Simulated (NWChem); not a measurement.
System: CaHSCl; SMILES [SH][Ca][Cl]

```xyz
4

Ca     0.3210    -0.0421     0.0064
Cl    -0.1687    -2.4409    -0.0054
S     -0.1298     2.4962    -0.0087
H     -1.4742     2.3975     0.1018
```
Atoms are numbered in this order, from 1.

Program: NWChem. Pople sets run with spherical d functions. The geometry was optimised at PBE0/def2-SVP. Vertical excitations in the gas phase; the lowest state need not have the same character in each row.

### Question
Order these by “lowest excitation, singlet (eV)”, lowest first: Hartree-Fock/6-31+G*, TDHF; PBE/6-31+G*, full TDDFT; B3LYP/6-31+G*, full TDDFT; PBE0/6-31+G*, full TDDFT.

### Answer
PBE/6-31+G*, full TDDFT (2.87), B3LYP/6-31+G*, full TDDFT (3.16), PBE0/6-31+G*, full TDDFT (3.47), Hartree-Fock/6-31+G*, TDHF (4.59)
